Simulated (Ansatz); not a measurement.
(H2Al-mu-PSiH3)2 (Al₂Si₄P₂H₁₆). Total charge 0; singlet. Geometry PBE0-D4/def2-SVP; atoms count from 1.

| atom | x (Å) | y (Å) | z (Å) |
| --- | --- | --- | --- |
| Al1 | -1.089 | 0.606 | 1.241 |
| H2 | -2.650 | 0.627 | 0.915 |
| H3 | -0.450 | 1.098 | 2.615 |
| P4 | 0.161 | 1.544 | -0.639 |
| Si5 | -1.151 | 2.487 | -2.195 |
| Si6 | 1.701 | 3.047 | -0.007 |
| Al7 | 1.092 | -0.623 | -1.284 |
| H8 | 0.429 | -1.109 | -2.649 |
| H9 | 2.656 | -0.651 | -0.978 |
| P10 | -0.142 | -1.557 | 0.609 |
| Si11 | -1.699 | -3.065 | 0.028 |
| Si12 | 1.155 | -2.459 | 2.200 |
| H13 | -0.327 | 2.908 | -3.367 |
| H14 | -1.842 | 3.677 | -1.616 |
| H15 | -2.148 | 1.456 | -2.605 |
| H16 | 1.026 | 4.242 | 0.584 |
| H17 | 2.517 | 3.468 | -1.185 |
| H18 | 2.563 | 2.381 | 1.011 |
| H19 | -2.549 | -2.432 | -1.020 |
| H20 | -1.042 | -4.294 | -0.508 |
| H21 | -2.523 | -3.420 | 1.221 |
| H22 | 0.319 | -2.810 | 3.386 |
| H23 | 1.822 | -3.689 | 1.677 |
| H24 | 2.170 | -1.432 | 2.564 |

Question: Estimate the Mulliken populations from the PBE0/def2-TZVP orbitals of Ansatz.

Answer: 
```csv
atom,charge (e)
Al1,0.25
H2,-0.10
H3,-0.10
P4,-0.24
Si5,0.08
Si6,0.08
Al7,0.25
H8,-0.10
H9,-0.10
P10,-0.24
Si11,0.08
Si12,0.08
H13,0.00
H14,0.00
H15,0.01
H16,0.00
H17,0.00
H18,0.01
H19,0.01
H20,0.00
H21,0.00
H22,0.00
H23,0.00
H24,0.01
```
Mulliken values and Mayer orders depend strongly on the basis.

Question: And the Mayer bond orders between bonded heavy atoms (over 0.3)?

Answer: Al1–P4 0.68 (2.44 Å); Al1–P10 0.68 (2.44 Å); P4–Si5 1.01 (2.24 Å); P4–Si6 1.01 (2.24 Å); P4–Al7 0.68 (2.44 Å); Al7–P10 0.68 (2.45 Å); P10–Si11 1.01 (2.24 Å); P10–Si12 1.01 (2.24 Å).
